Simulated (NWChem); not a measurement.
**Ionisation of silanone (H2OSi)**

```
Si
O 1 1.5320
H 1 1.4919 2 124.10
H 1 1.4919 3 111.80 2 180.00
```
Charge 0, spin multiplicity 1.

The numbers come from NWChem runs, not from measurements. Structure: optimised with PBE0/def2-SVP, a minimum by its harmonic frequencies.

Basis set: def2-TZVP. −ε marks an orbital energy of the parent.

B3LYP has NWChem's definition, with VWN1-RPA local correlation.

Problem. One of these methods gave a first vertical ionisation energy of 12.02 eV. Which?
(A) −ε(HOMO) of B3LYP
(B) −ε(HOMO) of M06-2X
(C) −ε(HOMO) of LDA (SVWN5)
(D) −ε(HOMO) of HF

Solution. D, −ε(HOMO) of HF. The others give 6.89 (−ε(HOMO) of LDA (SVWN5)), 8.00 (−ε(HOMO) of B3LYP), 9.76 (−ε(HOMO) of M06-2X).
